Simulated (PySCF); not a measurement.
[C4H8O2P]-: core ionisation energies

Species: C₄H₈O₂P (charge -1).
SMILES with atom numbers: `[CH3:1][P@:2](=[O:3])([O-:4])[CH:5]1[CH2:6][CH2:7]1`

Geometry (PBE0-D3(BJ)/def2-SVP, Å), atoms numbered from 1 in this order:
```xyz
15
C4H8O2P angstrom
C      2.460   -0.265    0.020
P      1.290    0.571    1.187
O      1.139    2.015    0.741
O      1.683    0.168    2.588
C     -0.314   -0.243    0.757
C     -1.009    0.186   -0.505
C     -1.535    0.628    0.825
H      3.456    0.174    0.188
H      2.517   -1.344    0.233
H      2.177   -0.106   -1.033
H     -0.428   -1.288    1.071
H     -1.579   -0.554   -1.079
H     -0.490    0.947   -1.097
H     -2.472    0.195    1.191
H     -1.346    1.670    1.103
```

The calculation used PySCF 2.14.0, delta-SCF UKS SCAN, pcX-2 on the ionised atom, pcseg-1 elsewhere, spin-free X2C. Vertical ΔSCF values, vacuum level as zero.

Q: Give the core binding energies atom by atom.

A: 
```csv
atom(s),environment,level,binding energy (eV),2p1/2 (eV),above the level's lowest (eV),count
P2,phosphoryl phosphorus,P 2p3/2,132.21,133.10,0.00,1
C1,sp3 carbon bound to phosphorus,C 1s,285.74,–,0.00,1
C5,sp3 carbon bound to phosphorus,C 1s,285.79,–,+0.05,1
C7,three-membered-ring carbon,C 1s,286.45,–,+0.71,1
C6,three-membered-ring carbon,C 1s,286.51,–,+0.77,1
O4,oxygen bonded to P,O 1s,530.43,–,0.00,1
O3,oxygen bonded to P,O 1s,530.45,–,+0.02,1
P2,phosphoryl phosphorus,P 1s,2146.39,–,0.00,1
```

Lowest listed C 1s: C1, bonded to 3 H and P. Highest, 0.77 eV above it: C6, bonded to 2 C and 2 H. The widest gap between neighbouring values is 0.66 eV, between 285.79 and 286.45 eV. The values 285.74 and 285.79 eV lie too close for their order to be trusted.

The 2 O 1s values lie within 0.02 eV of each other; Gaussian lines of 0.5 eV full width would blend them into one maximum.

Q: Express the binding energy of O 1s of O3 in atomic units and per mole.

A: 530.45 eV = 19.4937 Eh = 51181 kJ/mol.

2p3/2 and 2p1/2 are the ΔSCF energy of one spin-free 2p hole plus the eigenvalues of a spin–orbit and ligand-field matrix of the shell. 2p1/2 minus 2p3/2 (ligand field included): P 0.89 eV. The species carries charge -1, so core ionisation leaves a neutral species. The basis sets have no added diffuse functions. Geometry: PBE0-D3(BJ)/def2-SVP, one conformer, isolated ion.

Time: 3.3 min wall, 2.8 min CPU. Hardware: one thread of an Arm Neoverse N1, on a shared host.
